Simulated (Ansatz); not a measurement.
`[OH][Ge]([OH])([OH])[OH]` → `[OH][Ge]([OH])[OH]`• + `[OH]`•  (homolysis of the Ge–O bond)

Calculated with Ansatz (gas phase, PBE0-D4/def2-TZVP geometries, no zero-point term in ΔE). CCSD(T)/CBS is the MP2 limit (def2-TZVPP, def2-QZVPP) plus CCSD(T) − MP2 in def2-TZVPP, frozen cores. This one scheme is used for every species. DFT in def2-TZVPP. No spin–orbit coupling; open shells (•) take unrestricted orbitals. For Ge outer-core shells are correlated without core-valence functions, which leaves a few kJ/mol of doubt a bond. Scalar relativity is left out up to krypton. One conformer a species, not always the lowest.

```json
{"level": "r2SCAN", "ΔE (eV)": "4.59"}
{"level": "CAM-B3LYP", "ΔE (eV)": "4.68"}
{"level": "HF/def2-SVP", "ΔE (eV)": "3.63"}
{"level": "CCSD/def2-TZVPP", "ΔE (eV)": "4.81"}
```

(1) What does CCSD(T)/CBS give? (An estimate is asked.)

(2) What do rigid-rotor, harmonic-oscillator terms from PBE0-D4/def2-TZVP frequencies (298.15 K, 1 bar) make of the CCSD(T)/CBS value? (Estimate.)

Largest T1 diagnostic among the species: 0.015.

Results:

(1) The calculation gave: +5.01 eV. The listed levels differ from it by -0.42, -0.33, -1.38, -0.20 eV.

(2) Computed: ΔZPE = -0.20 eV, ΔH = +4.87 eV, ΔS = 173 J/(mol·K), ΔG = +4.34 eV. Open shells count their whole term as degenerate.

Leaving LDA and LC-ωPBE aside and taking each functional with its dispersion term where it has one, the values, not all of them listed here, spread over 0.48 eV, from BLYP-D4 to PBE-QIDH. LDA lies +0.90 eV from PBE without D4, its usual overbinding. The D4 term adds +0.08 eV with B3LYP and +0.04 eV with PBE0; it sums over pairs of atoms, weighted by their polarisabilities, and B3LYP, whose exchange is more repulsive, gets the larger term.

B3LYP here is the variant with VWN-RPA as its local correlation; programs differ in this.
